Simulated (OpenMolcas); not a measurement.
# Se I: effect of the level shift or regulariser

```
Program             : OpenMolcas 26.06
Basis               : ANO-RCC-VTZP [6s5p3d1f]
Scalar Hamiltonian  : DKH2, point nucleus
Active space        : 4 electrons in 3 orbitals (4p)
State averaging     : 2S+1 = 3 even, 3 roots; 2S+1 = 1 even, 6 roots
Spin-orbit coupling : state interaction with AMFI integrals over the reference wave functions, term energies averaged over their components
```

Methods on the same reference wave functions:
A. CASSCF
B. SS-CASPT2, IPEA 0.25 Eh, imaginary shift 0.1 Eh (closed shells correlated: 3d 4s)
C. SS-CASPT2, IPEA 0.25 Eh, real shift 0.2 Eh (closed shells correlated: 3d 4s)
D. SS-CASPT2, IPEA 0.25 Eh, sigma2 regulariser 0.3 Eh (closed shells correlated: 3d 4s)

Energies in cm-1 above 4s2 4p4 3P2, the measured ground level; measured values from NIST Handbook of Basic Atomic Spectroscopic Data.

| Level | A | B | C | D | Measured |
| --- | --- | --- | --- | --- | --- |
| 4s2 4p4 3P2 | 0.0 | 0.0 | 0.0 | 0.0 | 0.0 |
| 4s2 4p4 3P1 | 1809 | 1833 | 1833 | 1833 | 1989 |
| 4s2 4p4 3P0 | 2429 | 2410 | 2410 | 2410 | 2534 |
| 4s2 4p4 1D2 | 11803 | 9920 | 9950 | 9920 | 9576 |
| 4s2 4p4 1S0 | 27840 | 23560 | 23630 | 23560 | 22446 |

Deviations, from unrounded energies. A percentage is the sum of absolute deviations over the sum of measured energies, with the sign that they share, or ± where signs differ.

| Against measurement | Levels | A | B | C | D |
| --- | --- | --- | --- | --- | --- |
| mean absolute deviation (cm-1) | 4 | 2000 | 440 | 460 | 440 |
| fine structure of the ground term (%) | 2 | -6.3 | -6.3 | -6.3 | -6.3 |
| other terms of the ground configuration (%) | 2 | +23.8 | +4.6 | +4.9 | +4.6 |

B, C, D lie about equally close to measurement and A furthest from it. The largest miss of D in the table is 4s2 4p4 1S0, by +1100 cm-1. The ranking rests on the paired levels alone, and a cruder setting can come out closer through cancelling errors.

Among B to D the level of the table that moves most is 4s2 4p4 1S0, by 76 cm-1 (lowest in D, highest in C). Moves below CASPT2's spread within the term are not significant.

The mean deviations of B to D differ by less than CASPT2's widest spread within a term (170 cm-1), so their order carries little weight.

From A to B the spin-free energies of the other terms of 4s2 4p4 shown, above 3P, scale by factors of 0.82 to 0.84.

The lowest spin-free term lies below A's lowest term by 0.159 hartree in B, 0.158 hartree in C, 0.159 hartree in D.

Term energies are means over components that CASPT2 splits; among the terms shown or strongly mixed into the levels shown the widest spread is 170 cm-1 (4s2 4p4 1D, B). With the s shell closed, the reference lacks s² → p² mixing. Without dynamic correlation excited terms often stand tens of per cent too high (terms of higher spin than the ground term too low), and those without a measured partner can miss by more than the paired ones (holds for A). Measured partners are found by configuration, term and J. A level has none where our copy of the source lacks it or the pairing is in doubt (some pairs that miss far off the trend of their configuration count as doubtful), and it then counts in no deviation. Only configurations of the active space appear.
